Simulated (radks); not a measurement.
Task: The tin ion Sn24+, configuration [Ar] 3d6 4s2 (not the ground configuration). Method: Dirac Kohn-Sham, LDA (Slater exchange, Perdew-Wang correlation), spin-unpolarised, spherical densities, point nucleus; open shells fill j = l - 1/2 first; computed with a radial shooting solver on a logarithmic mesh with Libxc functionals.

Spin-orbit splittings of the eigenvalues, e(l+1/2) - e(l-1/2), with zeta = 2 splitting/(2l+1) and mean radii in bohr:

shell  occ.  splitting (eV)  zeta (eV)  <r> j=l-1/2  <r> j=l+1/2
2p        6           231.7      154.4       0.1055       0.1108
3p        6               ?          ?       0.3133       0.3229
3d        6           10.39      4.157       0.2884       0.2913
4p        0           14.68      9.788       0.6655       0.6794

Estimate the 3p splitting.

Result: 47.57 eV (zeta = 31.71 eV).
